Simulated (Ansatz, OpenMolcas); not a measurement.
**CH3BCl2O (methoxydichloroborane): the vertical ionisation energy, rung by rung**

The species is CH3BCl2O (8 atoms), meant as a singlet with charge 0. As SMILES, `COB(Cl)Cl`. Geometry: relaxed at PBE0-D4/def2-TZVP.

Quantity: the vertical ionisation energy (to the doublet cation), in eV. The values are calculated.

```json
{"level": "BLYP/def2-SVP", "kind": "GGA", "program": "Ansatz", "value (eV)": "10.25", "less CCSD(T)/def2-SVP": "-0.87", "CPU time (all runs)": "35 s"}
{"level": "revPBE/def2-SVP", "kind": "GGA", "program": "Ansatz", "value (eV)": "10.44", "less CCSD(T)/def2-SVP": "-0.68", "CPU time (all runs)": "37 s"}
{"level": "r2SCAN/def2-SVP", "kind": "meta-GGA", "program": "OpenMolcas", "value (eV)": "10.83", "less CCSD(T)/def2-SVP": "-0.29", "CPU time (all runs)": "2.7 min"}
{"level": "RPA@PBE/def2-SVP", "kind": "RPA", "program": "Ansatz", "value (eV)": "10.48", "less CCSD(T)/def2-SVP": "-0.64", "CPU time (all runs)": "58 s"}
{"level": "RPA@PBE0/def2-SVP", "kind": "RPA", "program": "Ansatz", "value (eV)": "10.92", "less CCSD(T)/def2-SVP": "-0.20", "CPU time (all runs)": "81 s"}
{"level": "MP2/def2-SVP", "kind": "perturbation theory", "program": "Ansatz", "value (eV)": "11.44", "less CCSD(T)/def2-SVP": "+0.32", "CPU time (all runs)": "34 s"}
{"level": "CCSD(T)/def2-SVP", "kind": "coupled cluster or CI", "program": "Ansatz", "value (eV)": "11.12", "less CCSD(T)/def2-SVP": "0.00", "CPU time (all runs)": "3.9 min"}
{"level": "CCSD/def2-SVP", "kind": "coupled cluster or CI", "program": "Ansatz", "value (eV)": "11.20", "less CCSD(T)/def2-SVP": "+0.08", "CPU time (all runs)": "3.4 min"}
```

Differences are taken from CCSD(T)/def2-SVP for orientation; it has basis-set and higher-order errors of its own. Its T1 diagnostic reaches 0.049, a sign that one reference may not serve. The values span 10.25 to 11.44 eV. CPU times are rough (shared hosts, several kinds of processor and program).
